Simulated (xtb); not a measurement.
C₇H₁₃O (SMILES CCCC[CH]C(C)=O), doublet, from a rough starting geometry; GFN2-xTB (xtb).

xtb was given this input:
```
$ xtb mol.xyz --gfn 2 --uhf 1 --opt vtight --json

# file mol.xyz
21

C      3.19124518     0.12650492    -1.00252360
C      1.93919631     0.80909556    -0.27002670
C      0.93887379    -0.30354024     0.11608425
C     -0.30545468     0.27106170     0.77618900
C     -1.26120299    -0.77150238     1.11309612
C     -2.63902668    -0.90845670     0.66314115
C     -3.14008478     0.14846535    -0.35814383
O     -3.26971521    -1.83222765     1.00864232
H      3.85969642     1.00474949    -1.31413025
H      2.86328025    -0.47306126    -1.83718957
H      3.69876638    -0.49602041    -0.27796255
H      2.22636261     1.36316778     0.53573869
H      1.45451448     1.43446605    -0.99928596
H      1.42582418    -0.98859002     0.79194536
H      0.61199206    -0.85493257    -0.76047948
H     -0.77597934     1.05236295     0.15802090
H      0.02305254     0.79160630     1.67470488
H     -0.93791753    -1.50781620     1.78787820
H     -2.51318239     0.18385017    -1.22007342
H     -3.07929283     1.15791579     0.09642719
H     -4.15742089    -0.14288617    -0.61938166
```

What the program printed (banner, timings and long lists left out):

```
   ID    Z sym.   atoms
    1    6 C      1-7
    2    8 O      8
    3    1 H      9-21

           -------------------------------------------------
          |                Calculation Setup                |
           -------------------------------------------------

           -------------------------------------------------
          |                 G F N 2 - x T B                 |
           -------------------------------------------------

          ...................................................
          :                      SETUP                      :
          :.................................................:
          :  # basis functions                  45          :
          :  # atomic orbitals                  45          :
          :  # shells                           29          :
          :  # electrons                        47          :
          :  max. iterations                   250          :
          :  Hamiltonian                  GFN2-xTB          :
          :  restarted?                      false          :
          :  GBSA solvation                  false          :
          :  PC potential                    false          :
          :  electronic temp.          300.0000000     K    :
          :  accuracy                    1.0000000          :
          :  -> integral cutoff          0.2500000E+02      :
          :  -> integral neglect         0.1000000E-07      :
          :  -> SCF convergence          0.1000000E-05 Eh   :
          :  -> wf. convergence          0.1000000E-03 e    :
          :  Broyden damping             0.4000000          :
          :  net charge                          0          :
          :  unpaired electrons                  1          :
          ...................................................

 iter      E             dE          RMSdq      gap      omega  full diag
   1    -25.9177657 -0.259178E+02  0.334E+00    4.73       0.0  T
   2    -25.9703447 -0.525790E-01  0.169E+00    4.52       1.0  T
   3    -25.9724809 -0.213621E-02  0.943E-01    4.61       1.0  T
   4    -25.9739822 -0.150126E-02  0.167E-01    4.48       1.0  T
   5    -25.9742194 -0.237151E-03  0.717E-02    4.53       1.0  T
   6    -25.9742338 -0.144647E-04  0.310E-02    4.52       1.0  T
   7    -25.9742351 -0.123621E-05  0.963E-03    4.52       2.3  T
   8    -25.9742353 -0.271754E-06  0.288E-03    4.52       7.6  T
   9    -25.9742354 -0.612609E-07  0.157E-03    4.52      13.9  T
  10    -25.9742354 -0.592510E-08  0.244E-04    4.52      89.3  T
  11    -25.9742354 -0.966516E-10  0.697E-05    4.52     313.2  T

   *** convergence criteria satisfied after 11 iterations ***

         :::::::::::::::::::::::::::::::::::::::::::::::::::::
         ::                     SUMMARY                     ::
         :::::::::::::::::::::::::::::::::::::::::::::::::::::
         :: total energy             -25.597131668180 Eh    ::
         :: gradient norm              0.185724075389 Eh/a0 ::
         :: HOMO-LUMO gap              4.518492443987 eV    ::
         ::.................................................::
         :: SCC energy               -25.974230355677 Eh    ::
         :: -> isotropic ES            0.028765409429 Eh    ::
         :: -> anisotropic ES          0.004959036601 Eh    ::
         :: -> anisotropic XC          0.012593075030 Eh    ::
         :: -> dispersion             -0.012376951298 Eh    ::
         :: repulsion energy           0.377098687497 Eh    ::
         :: add. restraining           0.000000000000 Eh    ::
         :: total charge              -0.000000000000 e     ::
         :::::::::::::::::::::::::::::::::::::::::::::::::::::

      -----------------------------------------------------------
     |                   =====================                   |
     |                        A N C O P T                        |
     |                   =====================                   |
[...]
 * total energy  :   -25.6166288 Eh     change       -0.5049904E-06 Eh
 * total energy  :   -25.6166291 Eh     change       -0.3408967E-06 Eh
 * total energy  :   -25.6166294 Eh     change       -0.3017119E-06 Eh
 * total energy  :   -25.6166298 Eh     change       -0.3886115E-06 Eh
 * total energy  :   -25.6166304 Eh     change       -0.5840740E-06 Eh
 * total energy  :   -25.6166312 Eh     change       -0.7816124E-06 Eh
 * total energy  :   -25.6166319 Eh     change       -0.7007230E-06 Eh
 * total energy  :   -25.6166324 Eh     change       -0.5102565E-06 Eh
 * total energy  :   -25.6166327 Eh     change       -0.3574980E-06 Eh
 * total energy  :   -25.6166331 Eh     change       -0.3369695E-06 Eh
 * total energy  :   -25.6166334 Eh     change       -0.3716006E-06 Eh
 * total energy  :   -25.6166334 Eh     change       -0.2706305E-08 Eh
   *** GEOMETRY OPTIMIZATION CONVERGED AFTER 44 ITERATIONS ***
         :: total energy             -25.616633436316 Eh    ::
[...]
     3   6 C        3.805    -0.053    21.522     6.604
     4   6 C        3.803    -0.058    21.620     6.620
     5   6 C        2.894    -0.043    29.063     8.839
     6   6 C        2.812     0.216    23.440     7.932
     7   6 C        3.754    -0.133    23.110     6.855
     8   8 O        0.859    -0.393    21.536     6.222
     9   1 H        0.925     0.040     2.452     2.449
    10   1 H        0.925     0.038     2.480     2.463
    11   1 H        0.925     0.038     2.476     2.461
    12   1 H        0.924     0.034     2.524     2.485
    13   1 H        0.924     0.034     2.528     2.487
    14   1 H        0.924     0.043     2.408     2.426
    15   1 H        0.924     0.040     2.447     2.446
    16   1 H        0.925     0.053     2.283     2.363
    17   1 H        0.924     0.065     2.140     2.288
    18   1 H        0.925     0.066     2.127     2.281
    19   1 H        0.925     0.053     2.281     2.362
    20   1 H        0.925     0.053     2.285     2.364
    21   1 H        0.925     0.065     2.147     2.291

 Mol. C6AA /au·bohr⁶  :       3382.914626
 Mol. C8AA /au·bohr⁸  :      73397.389123
 Mol. α(0) /au        :         87.618302

Wiberg/Mayer (AO) data.
largest (>0.10) Wiberg bond orders for each atom

 ---------------------------------------------------------------------------
     #   Z sym  total        # sym  WBO       # sym  WBO       # sym  WBO
 ---------------------------------------------------------------------------
     1   6 C    3.995 --     2 C    1.016    11 H    0.988    10 H    0.988
                             9 H    0.985
     2   6 C    3.995 --     1 C    1.016     3 C    1.005    13 H    0.978
                            12 H    0.978
     3   6 C    3.990 --     2 C    1.005    15 H    0.978    14 H    0.977
                             4 C    0.950
     4   6 C    3.995 --     5 C    1.099    16 H    0.970     3 C    0.950
                            17 H    0.935
     5   6 C    3.613 --     6 C    1.254     4 C    1.099    18 H    0.967
                             8 O    0.175
     6   6 C    3.951 --     8 O    1.667     5 C    1.254     7 C    0.991
     7   6 C    3.995 --     6 C    0.991    21 H    0.985    19 H    0.969
                            20 H    0.967
     8   8 O    1.972 --     6 C    1.667     5 C    0.175
     9   1 H    0.996 --     1 C    0.985
    10   1 H    0.999 --     1 C    0.988
    11   1 H    0.999 --     1 C    0.988
    12   1 H    0.999 --     2 C    0.978
    13   1 H    0.999 --     2 C    0.978
    14   1 H    0.998 --     3 C    0.977
    15   1 H    0.998 --     3 C    0.978
    16   1 H    0.997 --     4 C    0.970
    17   1 H    0.995 --     4 C    0.935
    18   1 H    0.996 --     5 C    0.967
    19   1 H    0.997 --     7 C    0.969
    20   1 H    0.997 --     7 C    0.967
    21   1 H    0.996 --     7 C    0.985
 ---------------------------------------------------------------------------

Topologies differ in total number of bonds
Writing topology from bond orders to xtbtopo.mol

molecular dipole:
                 x           y           z       tot (Debye)
 q only:        1.300       1.073      -0.392
   full:        1.424       1.220      -0.429       4.888
molecular quadrupole (traceless):
                xx          xy          yy          xz          yz          zz
 q only:       -5.409     -10.456       0.261       5.610       2.964       5.148
  q+dip:       -7.204     -12.500       0.299       8.089       3.133       6.906
   full:       -7.244     -12.832       0.272       6.990       3.952       6.972

optimized geometry written to: xtbopt.xyz

           -------------------------------------------------
          | TOTAL ENERGY              -25.616633436316 Eh   |
          | GRADIENT NORM               0.000041145931 Eh/α |
          | HOMO-LUMO GAP               4.462869670064 eV   |
           -------------------------------------------------
```
